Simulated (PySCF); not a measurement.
# Iodine: a sound run and one with changed settings

Sound run: I [Kr] 4d10 5s2 5p5, I⁺ [Kr] 4d10 5s2 5p4. All numbers are calculated (PySCF 2.14, a scalar-relativistic core potential, in def2-SVP with the def2 core potential (28 electrons)). In the sound run the correlated levels freeze 4s2 4p6 4d10 outside the core potential. The sound run starts from symmetry-adapted Hartree-Fock orbitals and uses a fine grid where one is needed.

A second run was set up differently.

| species | method | sound run (hartree) | changed run (hartree) | converged |
| --- | --- | --- | --- | --- |
| I | MP2 | -296.72755 | -296.76139 | yes |
| I⁺ | MP2 | -296.35805 | -296.39011 | yes |

Ionisation energy of I:

```json
{"method": "UHF", "sound run (eV)": "9.592", "changed run (eV)": "9.592"}
{"method": "MP2", "sound run (eV)": "10.054", "changed run (eV)": "10.103"}
{"method": "SCS-MP2", "sound run (eV)": "10.035", "changed run (eV)": "10.061"}
```

Q: What was changed?
A. level shift left on
B. all electrons correlated in a valence basis
C. too few SCF iterations
D. minimal basis

A: B. A valence basis has no tight correlating functions, so it recovers only part of the core correlation, and not evenly between atom and ion.
